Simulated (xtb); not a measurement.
C28H20, SMILES c1ccc2c(c1)C1c3ccccc3C2C2c3ccccc3C1c1ccccc12. All values are semi-empirical tight-binding results from xtb (GFN2-xTB unless named), good for trends rather than for accurate numbers. The structure is a stationary point at GFN2-xTB. Other conformers were not sampled.

Computed properties:
```
Item                                             Value
--------------------------------------  --------------
point group as xtb finds it                        D2h
orbital gap                                    4.08 eV
dipole moment                                   0.00 D
zero-point energy                       240.4 kcal/mol
G − E(el) at 298.15 K (modified RRHO)   212.4 kcal/mol
static polarisability (D4 model)           286.6 bohr³
solvation energy, GFN2-xTB/ALPB(water)   -2.2 kcal/mol
solvation energy, GFN2-xTB/ALPB(chcl3)  -15.4 kcal/mol
```

Computed IR lines (harmonic; lines under 4 % of the strongest left out, lines within 3 cm⁻¹ merged):
ν (cm⁻¹): 789 (m), 1284 (w), 1475 (w), 2941 (w), 2957 (m), 3069 (m), 3081 (s), 3091 (vs) (against the strongest line: vs over 80 %, s over 45 %, m over 15 %, w over 4 %, vw less)
